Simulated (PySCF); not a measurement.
silacyclobutane (C3H8Si), SMILES C1[SiH2]CC1.

Coordinates come from a B3LYP-D3(BJ)/def2-SVP optimisation.

All values below come from PySCF with PBE/def2-TZVP.

Computed frontier levels, gap, dipole moment and polarisability:
The highest occupied level comes out as -6.61 eV and the lowest empty level is -0.44 eV. The orbital gap is 6.17 eV and the dipole moment comes out as 0.56 D. The quadrupole, principal values (traceless, Buckingham form, about the centre of nuclear charge) is -1.64, 0.68, 0.96 D·Å and the mean static polarisability is 63.1 bohr³ (9.36 Å³). The polarisability, principal values is 56.3, 61.0, 72.2 bohr³.
